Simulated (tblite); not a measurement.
C7H10 (charge -1 and doublet state).
SMILES with atom numbers: `[CH3:1][CH-:2][CH:3][CH2:4][C:5]1=[CH:6][CH2:7]1` (hydrogens: H8, H9, H10 on C1; H11 on C2; H12 on C3; H13, H14 on C4; H15 on C6; H16, H17 on C7)

Cartesian coordinates in Å at the GFN2-xTB level; atoms count from 1:
```
atom  x, y, z in Å
C1    -2.7069    0.2440    0.6538
C2    -1.5973   -0.1997   -0.2481
C3    -0.4830   -0.8598    0.1741
C4     0.7708   -0.9982   -0.6214
C5     1.7354    0.0441   -0.1667
C6     1.7938    1.3908    0.1486
C7     2.3260    0.4151    1.1604
H8    -2.5296   -0.1056    1.6705
H9    -2.7955    1.3382    0.6862
H10   -3.6812   -0.1445    0.3258
H11   -1.6899    0.0884   -1.2886
H12   -0.3984   -1.1117    1.2260
H13    0.5563   -0.8641   -1.6902
H14    1.2198   -1.9971   -0.4842
H15    2.2875    2.2285   -0.3222
H16    3.4035    0.2300    1.3087
H17    1.7817    0.3137    2.1068
```

Method: GFN2-xTB as coded in tblite; computed harmonic values from a numerical Hessian at the method's own geometry, unscaled. Errors from tens to a few hundred cm⁻¹ against measured bands are possible. One conformer, not necessarily the lowest. Open shells enter through the occupations alone, without spin polarisation, and single modes of such species can be off by tens of per cent.

Harmonic wavenumbers (cm⁻¹): 58.1, 86.8, 113.0, 149.2, 215.8, 274.1, 311.8, 351.3, 477.0, 527.4, 573.8, 738.2, 821.5, 891.7, 925.7, 946.4, 987.6, 999.1, 1028.2, 1035.2, 1075.2, 1089.8, 1097.2, 1126.0, 1203.6, 1260.6, 1283.5, 1301.1, 1395.4, 1470.5, 1491.0, 1500.9, 1517.2, 1575.7, 1648.0, 2736.7, 2783.3, 2835.7, 2849.3, 2873.7, 2879.7, 2958.6, 2998.1, 3008.8, 3019.7.

A = 5260, B = 1440, C = 1301 MHz; mass 94.078 u (most abundant isotopes); point group C1, symmetry number 1; spin multiplicity 2.

Task: Zero-point energy?

Result: ½Σν̃ = 30246 cm⁻¹ = 86.48 kcal/mol.

Task: Give the ideal-gas entropy at 298.15 K and 1 bar in the rigid-rotor, harmonic-oscillator model (classical rotation).

Result: Translation 39.56, rotation 27.88, vibration 23.70, spin (R ln 2) 1.38: S = 92.5 cal/(mol K).

Task: And Cp and H(298.15 K) − H(0)?

Result: Cp = 32.64 cal/(mol K), of which vibrations give 24.69 (their classical limit is 45 R = 89.4); H(298.15 K) − H(0) = 6.11 kcal/mol without the zero-point energy, 3.74 from vibrations.

Task: How do the functions run with temperature in this model?

Result: 
```tsv
T (K)	S (cal/(mol K))	Cp (cal/(mol K))	H − H(0) (kcal/mol)	G − H(0) (kcal/mol)	ln q(vib)
50	56.9	12.4	0.48	-2.37	0.35
100	67.1	17.1	1.22	-5.48	1.33
373.15	100.5	39.1	8.80	-28.72	7.20
500	113.4	48.9	14.40	-42.29	9.87
750	136.1	63.0	28.52	-73.55	15.03
1000	155.6	72.4	45.53	-110.07	19.92
```

q(vib) and H(0) count from the zero-point level.

Task: Blend soft modes into free rotors: weight 1/[1 + (100 cm⁻¹/ν̃)⁴] for the oscillator and the rest for a rotor with moment μB/(μ + B), μ = h/(8π²ν), B = 10⁻⁴⁴ kg m². What vibrational entropy results?

Result: 22.02 cal/(mol K) in place of 23.70, which changes −T·S at 298.15 K by +0.50 kcal/mol.

Task: What must be added to the electronic energy to get the Gibbs energy at 298.15 K and 1 bar?

Result: ZPE + [H(298.15 K) − H(0)] − T·S = 86.48 + 6.11 − 27.58 = 65.01 kcal/mol.

Hindered rotation and anharmonicity are outside this model. Other conformers, if any are populated, would add a mixing term that is left out. The structure is chiral; the term R ln 2 for an equal mix with its mirror image is left out.
